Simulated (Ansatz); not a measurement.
```yaml
crystal:
  periodic: [false, false, false]
  atoms:
    - {symbol: C, position_ang: [-0.724191, -0.019162, -1.384316]}
    - {symbol: S, position_ang: [1.142133, -2.849594, -0.290928]}
    - {symbol: Ga, position_ang: [0.743732, 0.579444, 1.902570]}
    - {symbol: H, position_ang: [-2.730392, -0.405587, -1.572271]}
    - {symbol: H, position_ang: [0.070121, 0.868302, -3.054933]}
    - {symbol: H, position_ang: [1.498597, 1.826596, 4.399879]}
basis:
  gaussian: {orbitals: cc-pVTZ-DK}
hamiltonian: {xc: {name: PBE}}
output: {forces: true}
```

```sh
$ ansatz run in.yaml --threads 2 --pin off --events-out ev --progress --plain --max-ram 4352MiB
```

Output, abridged:

```
Functional definition: PBE
985 factors; their error is unknown
mean field evaluation 1: about -64797.8699 eV, gradient 5.3e1 eV
mean field evaluation 2: about -64496.5925 eV, gradient 1.3e2 eV
mean field evaluation 4: about -64776.5255 eV, gradient 7.3e1 eV
mean field evaluation 8: about -64818.0187 eV, gradient 1.9e0 eV
mean field evaluation 16: about -64818.0477 eV, gradient 3.3e-1 eV
mean field evaluation 32: about -64818.0747 eV, gradient 1.1e-4 eV
mean field -64818.07467460 eV, -2382.0203090225 hartree, gradient 2.3e-6 eV, S^2 0.000000; 16 other end points of the search recorded, 0 dependent functions left out
reference -64818.07472208 eV, -2382.0203107673 hartree; 28, 28 occupied and 121, 121 virtual orbitals, 985 factors
Total energy: -64818.07472208 eV, -2382.0203107673 hartree
Relativity: scalar
Atom 0 at    -0.724191    -0.019162    -1.384316 Å, force    -1.038916     0.382488    -1.464263 eV/Å
Atom 1 at     1.142133    -2.849594    -0.290928 Å, force    -0.398299     0.861714    -0.005967 eV/Å
Atom 2 at     0.743732     0.579444     1.902570 Å, force     0.142625    -0.053686     0.109653 eV/Å
Atom 3 at    -2.730392    -0.405587    -1.572271 Å, force     2.694014     0.471924     0.006829 eV/Å
Atom 4 at     0.070121     0.868302    -3.054933 Å, force    -1.172480    -1.277501     2.080680 eV/Å
Atom 5 at     1.498597     1.826596     4.399879 Å, force    -0.226944    -0.384940    -0.726933 eV/Å
Dipole moment:    -0.022140     0.684820     0.508390 e Å
```

Task: What is wrong with this run?

Result: The coordinates are in bohr but typed as ångström. The run converged. The result belongs to that input, not to the molecule as meant.
